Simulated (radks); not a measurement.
Results of a calculation; reference values are marked as such.
Neutral chromium inside a hard spherical wall (all orbitals vanish at R), configuration held at [Ar] 3d5 4s1 and not refilled when levels cross. Code: a radial shooting solver on a logarithmic mesh with Libxc functionals. Model: non-relativistic Kohn-Sham, LDA (Slater exchange, VWN5 correlation), spin-polarised, spherical densities, point nucleus; open shells are filled with parallel spins first. Eigenvalues in eV for spin up, with the zero of energy where the potential of the charges vanishes at infinity; a dash marks a level that is unbound or too diffuse for the functional's potential to be trusted. A positive occupied level is held by the wall or, in an anion where self-interaction has pushed it up, behind a barrier. The pressure on the wall is -dE/dV.

R (bohr),E (hartree),kinetic (hartree),e(3s),e(3p),e(4s),e(3d),"e(4p, empty)","e(5s, empty)",pressure (GPa)
free,-1042.21835,1040.860,-72.887,-45.812,-4.532,-3.983,-1.291,-0.023,0
12,-1042.21831,1040.860,-72.881,-45.807,-4.528,-3.978,-1.254,0.979,0.000787
8,-1042.21473,1040.887,-72.664,-45.590,-4.328,-3.775,-0.729,4.562,0.144
6,-1042.18675,1041.034,-71.728,-44.665,-3.309,-2.915,1.045,12.420,2.25
5,-1042.12217,1041.306,-70.311,-43.273,-1.476,-1.604,3.749,22.489,10.3
3.5,-1041.62141,1043.036,-64.182,-37.312,9.560,4.445,17.928,66.961,152
2,-1035.08969,1064.278,-33.561,-5.835,106.88,40.931,123.03,327.01,8960
